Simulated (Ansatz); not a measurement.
Gas-phase electronic energies from Ansatz, PBE0-D4/def2-TZVP geometries. CBS: MP2 limit from def2 TZ/QZ plus the TZ coupled-cluster correction, frozen cores. This one scheme is used for every species. Functionals use def2-TZVPP. B3LYP here is the variant with VWN-RPA as its local correlation; programs differ in this. One conformer a species, not always the lowest.

`[NH2][Al]([NH2])[F]` + `N[SiH3]` → `[NH2][Al]([F])[NH][SiH3]` + NH₃  (ligand exchange at the Al–N bond)

(1) Is it downhill or uphill in electronic energy at CCSD(T)/CBS, and by how much? (An estimate is asked.)

(2) What do these levels give: PBE-D4, PBE0-D4, ωB97X-V, ωB97M-V, B2PLYP, B3LYP, HF/def2-TZVPP, CCSD/def2-TZVPP, CCSD(T)/def2-TZVPP, HF/def2-QZVPP, MP2/def2-QZVPP, MP2/CBS(def2)? (An estimate is asked.)

Largest T1 diagnostic among the species: 0.011.

Answers

(1) Ansatz gave: Downhill: ΔE = -16.5 kJ/mol.

(2) The calculation gave: PBE-D4 -15.4, PBE0-D4 -15.4, ωB97X-V -14.0, ωB97M-V -14.5, B2PLYP -12.6, B3LYP -9.4, HF/def2-TZVPP -10.0, CCSD/def2-TZVPP -16.1, CCSD(T)/def2-TZVPP -17.7, HF/def2-QZVPP -9.9, MP2/def2-QZVPP -16.5, MP2/CBS(def2) -16.0 kJ/mol.

In def2-TZVPP, CCSD(T) changes the Hartree–Fock value by −7.7 kJ/mol (the triples alone add −1.6 kJ/mol) and MP2 by −7.3 kJ/mol. The D4 term adds −5.4 kJ/mol with B3LYP and −3.2 kJ/mol with PBE0; it sums over pairs of atoms, weighted by their polarisabilities, and B3LYP, whose exchange is more repulsive, gets the larger term.
